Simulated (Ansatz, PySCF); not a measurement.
This PySCF input computes a SVWN5/def2-TZVPD energy:

```python
from pyscf import gto, scf, dft

mol = gto.M(
    atom='''
    Si    0.06006279   -0.26826582    0.36171470
    O    -0.69420343    1.34199097    0.01341476
    O    -0.87444894   -1.10217367   -0.63206906
    O     1.53213635    0.13754145   -0.11224789
    H    -0.12302244   -0.51067022    1.78744086
    H    -0.11809475    2.09976219   -0.19123378
    H    -1.14985788   -2.01951378   -0.53877933
    H     2.36618050   -0.20828111    0.22068312
    H    -1.52395636    1.37555438   -0.49489915
    ''',
    basis='def2-tzvpd',
    charge=1,
    spin=0,
    verbose=4,
)

mf = dft.RKS(mol, xc='svwn').density_fit(auxbasis='def2-universal-jkfit')
mf.grids.level = 3
mf.conv_tol = 1e-9
mf.max_cycle = 100
mf.max_memory = 1500
mf.kernel()
if not mf.converged:
    mf = mf.newton()
    mf.kernel(mf.make_rdm1())
mf.analyze()
```

Task: Write an input for the same energy in Ansatz (a quantum-chemistry and plane-wave program) and say what it gives.

Result: 
Ansatz 0.2 input:
```yaml
crystal:
  periodic: [false, false, false]
  atoms:
    - {symbol: Si, position_ang: [0.06006279, -0.26826582, 0.36171470]}
    - {symbol: O, position_ang: [-0.69420343, 1.34199097, 0.01341476]}
    - {symbol: O, position_ang: [-0.87444894, -1.10217367, -0.63206906]}
    - {symbol: O, position_ang: [1.53213635, 0.13754145, -0.11224789]}
    - {symbol: H, position_ang: [-0.12302244, -0.51067022, 1.78744086]}
    - {symbol: H, position_ang: [-0.11809475, 2.09976219, -0.19123378]}
    - {symbol: H, position_ang: [-1.14985788, -2.01951378, -0.53877933]}
    - {symbol: H, position_ang: [2.36618050, -0.20828111, 0.22068312]}
    - {symbol: H, position_ang: [-1.52395636, 1.37555438, -0.49489915]}
basis:
  gaussian:
    orbitals: def2-TZVPD
hamiltonian:
  xc: {name: SVWN5}
total_charge: 1
output: {forces: true}
```
It gives -515.36704 Eh, and PySCF -515.36715 Eh, a difference of 0.11 mEh, from the treatment of integrals and grids.

It need not be the lowest isomer of its formula.
